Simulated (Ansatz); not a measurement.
```yaml
crystal:
  periodic: [false, false, false]
  atoms:
    - {symbol: C, position_ang: [-3.194894, 0.073450, 0.354356]}
    - {symbol: Sn, position_ang: [-1.110703, 0.176087, 0.388461]}
    - {symbol: O, position_ang: [-0.204899, 1.857822, 0.142114]}
    - {symbol: Si, position_ang: [-0.296469, 2.825925, -1.192850]}
    - {symbol: O, position_ang: [-0.452809, 4.380915, -0.834685]}
    - {symbol: O, position_ang: [-1.787333, 2.215342, -1.748082]}
    - {symbol: O, position_ang: [0.855323, 2.574159, -2.148606]}
    - {symbol: O, position_ang: [-0.151445, -0.906563, -0.954184]}
    - {symbol: Si, position_ang: [1.416197, -0.835261, -1.275303]}
    - {symbol: O, position_ang: [2.129347, 0.048564, -0.029884]}
    - {symbol: O, position_ang: [2.140757, -2.317967, -1.293388]}
    - {symbol: O, position_ang: [1.675496, -0.077558, -2.649401]}
    - {symbol: O, position_ang: [-0.364958, -0.501535, 2.020294]}
    - {symbol: Si, position_ang: [0.248932, -1.954424, 2.447332]}
    - {symbol: O, position_ang: [0.323734, -2.185082, 4.014598]}
    - {symbol: O, position_ang: [-0.748627, -3.065252, 1.783631]}
    - {symbol: O, position_ang: [1.788560, -2.046854, 1.794165]}
    - {symbol: H, position_ang: [-3.453693, -0.211950, -0.645041]}
    - {symbol: H, position_ang: [-3.520282, -0.649474, 1.020158]}
    - {symbol: H, position_ang: [-3.567000, 1.077883, 0.556218]}
    - {symbol: H, position_ang: [0.339124, 4.830481, -1.034278]}
    - {symbol: H, position_ang: [-2.147853, 2.520753, -2.613659]}
    - {symbol: H, position_ang: [1.058788, 1.695622, -2.504814]}
    - {symbol: H, position_ang: [1.771256, 0.815873, 0.111768]}
    - {symbol: H, position_ang: [2.096731, -2.726272, -0.473427]}
    - {symbol: H, position_ang: [2.444617, -0.253460, -3.115351]}
    - {symbol: H, position_ang: [1.123702, -1.899303, 4.464337]}
    - {symbol: H, position_ang: [-0.595653, -3.947466, 2.099362]}
    - {symbol: H, position_ang: [2.212218, -1.200238, 1.355420]}
basis:
  gaussian: {orbitals: def2-mTZVP, final_grid: {core_spheres: 1, valence_spheres: 1, degree: 5}}
hamiltonian: {xc: {name: wB97M-V}}
accuracy: high
output: {forces: true}
```

```sh
$ ansatz run in.yaml --threads 11 --pin off --events-out ev --progress --plain --max-ram 110592MiB --backend cuda --devices 0, --max-vram 75GiB
```

Shortened log:

```
Functional definition: wB97M-V
  name "wB97M-V"
  cite "Mardirossian & Head-Gordon, J. Chem. Phys. 144, 214110 (2016) doi:10.1063/1.4952647"
  cite "Becke, J. Chem. Phys. 107, 8554 (1997) doi:10.1063/1.475007"
  cite "Vydrov & Van Voorhis, J. Chem. Phys. 133, 244103 (2010) doi:10.1063/1.3521275"
  # Of w^i u^j: cxij and so on, Table III.
  parameter omega = 0.3/bohr
  parameter cx = 0.15
  parameter cx01 = 1.007
  parameter cx10 = 0.259
  parameter css00 = 0.443
  parameter css04 = -1.437
  parameter css10 = -4.535
  parameter css20 = -3.390
  parameter css43 = 4.278
  parameter cos00 = 1.000
  parameter cos10 = 1.358
  parameter cos20 = 2.924
  parameter cos21 = -8.812
  parameter cos60 = -1.390
  parameter cos61 = 9.142
  parameter b = 6.0
  parameter c = 0.01
  gx(w, u) = 1 - cx + cx01*u + cx10*w
  gss(w, u) = css00 + css04*u^4 + css10*w + css20*w^2 + css43*w^4*u^3
  gos(w, u) = cos00 + cos10*w + (cos20 + cos21*u)*w^2 + (cos60 + cos61*u)*w^6
  exchange = spin_sum(e_x_unif_sr(omega)*gx(b97_w, b97_u_x)) + cx*exact_x_sr(omega) + exact_x_lr(omega)
  correlation = spin_sum(e_c_pw_mod_same_spin*gss(b97_w, b97_u_same))
      + integral(e_c_pw_mod_opposite_spin*gos(b97_w_opposite, b97_u_opposite)) + vv10(b, c)
8734 factors; integrals over basis functions are off by at most 2.1e-7 eV
[...]
mean field -55199.13462625 eV, -2028.5307821972 hartree, gradient 5.2e-8 eV, S^2 0.000000; 0 other end points of the search recorded, 0 dependent functions left out
the calculation of the forces begins
reference -55199.13466527 eV, -2028.5307836313 hartree; 89, 89 occupied and 356, 356 virtual orbitals, 8734 factors
Total energy: -55199.13466527 eV, -2028.5307836313 hartree
Atom 0 at    -3.194894     0.073450     0.354356 Å, force     0.163575    -0.167326    -1.152461 eV/Å
Atom 1 at    -1.110703     0.176087     0.388461 Å, force    -5.906082     5.075190    -3.603481 eV/Å
Atom 2 at    -0.204899     1.857822     0.142114 Å, force    -0.371124     0.942844    -5.890270 eV/Å
Atom 3 at    -0.296469     2.825925    -1.192850 Å, force    -5.442767     0.737680     3.712296 eV/Å
Atom 4 at    -0.452809     4.380915    -0.834685 Å, force     3.703362    -5.780389    -1.510229 eV/Å
Atom 5 at    -1.787333     2.215342    -1.748082 Å, force     2.543268     3.650986    -3.191285 eV/Å
Atom 6 at     0.855323     2.574159    -2.148606 Å, force     0.051523    -3.083269    -0.183069 eV/Å
Atom 7 at    -0.151445    -0.906563    -0.954184 Å, force     8.664954    -1.005039    -3.876076 eV/Å
Atom 8 at     1.416197    -0.835261    -1.275303 Å, force    -1.028006    -0.861532     3.420605 eV/Å
Atom 9 at     2.129347     0.048564    -0.029884 Å, force    -2.772866    -3.169120    -6.844507 eV/Å
Atom 10 at     2.140757    -2.317967    -1.293388 Å, force    -3.690427     5.147438     2.789628 eV/Å
Atom 11 at     1.675496    -0.077558    -2.649401 Å, force     2.116574    -4.522964     4.084420 eV/Å
Atom 12 at    -0.364958    -0.501535     2.020294 Å, force     5.123204    -7.450250     6.957530 eV/Å
Atom 13 at     0.248932    -1.954424     2.447332 Å, force     1.250653    -0.555198     0.617452 eV/Å
Atom 14 at     0.323734    -2.185082     4.014598 Å, force     3.749576     3.684522    -4.317060 eV/Å
Atom 15 at    -0.748627    -3.065252     1.783631 Å, force     5.529728     1.189358     3.087384 eV/Å
Atom 16 at     1.788560    -2.046854     1.794165 Å, force    -4.839971     3.009829     0.223847 eV/Å
Atom 17 at    -3.453693    -0.211950    -0.645041 Å, force     0.570249     0.627774     1.829193 eV/Å
Atom 18 at    -3.520282    -0.649474     1.020158 Å, force     0.204384     0.945436    -0.524910 eV/Å
Atom 19 at    -3.567000     1.077883     0.556218 Å, force     0.504282    -1.566551    -0.253547 eV/Å
Atom 20 at     0.339124     4.830481    -1.034278 Å, force    -3.297616    -0.542065     0.625899 eV/Å
Atom 21 at    -2.147853     2.520753    -2.613659 Å, force     2.724195    -1.494856     5.308371 eV/Å
Atom 22 at     1.058788     1.695622    -2.504814 Å, force    -0.565275     3.715931     1.565062 eV/Å
Atom 23 at     1.771256     0.815873     0.111768 Å, force     0.953173     0.058296     0.198689 eV/Å
Atom 24 at     2.096731    -2.726272    -0.473427 Å, force     0.519521     2.209929    -3.141513 eV/Å
Atom 25 at     2.444617    -0.253460    -3.115351 Å, force    -2.583246     0.713010     1.168607 eV/Å
Atom 26 at     1.123702    -1.899303     4.464337 Å, force    -4.394719    -1.845766    -1.895505 eV/Å
Atom 27 at    -0.595653    -3.947466     2.099362 Å, force    -0.848593     4.627117    -1.462180 eV/Å
Atom 28 at     2.212218    -1.200238     1.355420 Å, force    -2.631530    -4.291015     2.257109 eV/Å
Dipole moment:    -0.260382     0.316052    -0.420733 e Å
```

Task: Something in this input is off. What?

Result: The integration grid is far too coarse. Self-consistency was reached. The result belongs to that input, not to the molecule as meant.
